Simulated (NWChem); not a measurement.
**Correlation energy of H$_{3}$BN**

```
N
H 1 1.0132
H 1 1.0169 2 113.08
B 1 1.3774 2 123.29 3 180.00
H 4 1.2083 1 125.15 2 180.00
```
Charge 0, spin multiplicity 2.

Program: NWChem. Structure: optimised with UPBE0/def2-SVP, a minimum by its harmonic frequencies. It is one conformer; others weren't searched.

Basis set: cc-pVDZ. Each correlation energy counts from its own Hartree-Fock reference.

| method | correlation energy (mHa) |
|---|---|
| CCSD(T) on UHF | -270.0 |
| CCSD[T] on UHF | -270.4 |
| URI-MP2 | -239.0 |
| CCSD on ROHF | -264.5 |
| UMP2 | -239.1 |
| CCSD(T) on ROHF | -271.5 |
| SCS-UMP2 | -238.3 |
| CCSD[T] on ROHF | -271.9 |
| CCSD on UHF | -263.1 |

The values span 33.7 mHa, from CCSD[T] on ROHF (lowest) to SCS-UMP2 (highest). 

The correlated methods keep 2 core orbitals frozen. The structure started from a generated list of species. The unpaired electrons of the parent sit in orbitals of symmetry a' (Cs labels of the run); other states weren't searched. The stability of the SCF solutions was not checked. Open-shell Hartree-Fock references start from PBE0 orbitals. Coupled-cluster values serve here as a point of comparison, not as the truth.
